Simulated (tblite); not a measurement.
Species: C3H9NOSi.
Geometry (GFN2-xTB, Å), atoms numbered from 1 in this order:
```
atom  x, y, z in Å
C1    -2.2801    0.4157    0.7405
Si2   -1.3292   -0.4783   -0.6314
N3     0.3460   -0.7193   -0.1430
C4     1.1202    0.3800   -0.0147
C5     2.5536    0.1414    0.4011
O6     0.6505    1.4794   -0.2241
H7    -1.8472    1.3933    0.9286
H8    -3.3209    0.5584    0.4664
H9    -2.2570   -0.1447    1.6721
H10   -1.3312    0.2307   -1.9064
H11   -1.7805   -1.8686   -0.7848
H12    0.7673   -1.6200    0.0145
H13    3.0911    1.0848    0.4255
H14    3.0385   -0.5348   -0.3001
H15    2.5745   -0.3100    1.3915
```

Method: GFN2-xTB as coded in tblite; computed harmonic values from a numerical Hessian at the method's own geometry, unscaled. This tight-binding method is rough: wavenumbers can miss measured ones by several per cent, in bad cases by 10 to 20. Modes of hydrogen on silicon can be 10 to 20 % off. One conformer, not necessarily the lowest.

Harmonic wavenumbers (cm⁻¹): 73.8, 90.0, 94.4, 112.7, 126.0, 210.8, 362.9, 461.0, 506.2, 560.0, 581.4, 623.8, 700.3, 746.7, 766.0, 812.5, 832.1, 851.3, 957.2, 999.8, 1002.0, 1193.6, 1363.6, 1364.9, 1379.5, 1458.9, 1468.5, 1473.4, 1477.8, 1724.8, 2204.1, 2295.2, 3019.7, 3024.7, 3024.9, 3048.0, 3052.9, 3062.1, 3471.3.

A = 5746, B = 1714, C = 1531 MHz; mass 103.045 u (most abundant isotopes); point group C1, symmetry number 1.

**Question.** Zero-point energy?

**Answer.** ½Σν̃ = 25289 cm⁻¹ = 302.53 kJ/mol.

**Question.** What is S at 200 K and 1 bar for an ideal gas of classical rigid rotors and harmonic oscillators?

**Answer.** Translation 158.36, rotation 109.90, vibration 70.86: S = 339.1 J/(mol K).

**Question.** And Cp and H(200 K) − H(0)?

**Answer.** Cp = 105.32 J/(mol K), of which vibrations give 72.06 (their classical limit is 39 R = 324.3); H(200 K) − H(0) = 14.34 kJ/mol without the zero-point energy, 7.69 from vibrations.

**Question.** Which modes carry the vibrational entropy at 200 K?

**Answer.** 73.8 cm⁻¹: 13.68; 90.0 cm⁻¹: 12.07; 94.4 cm⁻¹: 11.69; 112.7 cm⁻¹: 10.28; 126.0 cm⁻¹: 9.41; 210.8 cm⁻¹: 5.61 J/(mol K); the other 33 give 8.12 together.

**Question.** What must be added to the electronic energy to get the Gibbs energy at 200 K and 1 bar?

**Answer.** ZPE + [H(200 K) − H(0)] − T·S = 302.53 + 14.34 − 67.83 = 249.04 kJ/mol.

**Question.** How do the functions run with temperature in this model?

**Answer.** 
```csv
T (K),S (J/(mol K)),Cp (J/(mol K)),H − H(0) (kJ/mol),G − H(0) (kJ/mol),ln q(vib)
150,311.3,89.3,9.48,-37.21,2.72
250,364.4,122.2,20.03,-71.08,5.04
298.15,387.3,138.1,26.30,-89.19,6.11
400,432.3,168.7,41.96,-130.96,8.34
600,510.0,214.8,80.59,-225.40,12.52
900,606.3,259.9,152.33,-393.36,18.29
```

q(vib) and H(0) count from the zero-point level.

Hindered rotation and anharmonicity are outside this model. Other conformers, if any are populated, would add a mixing term that is left out. The structure is chiral; the term R ln 2 for an equal mix with its mirror image is left out.
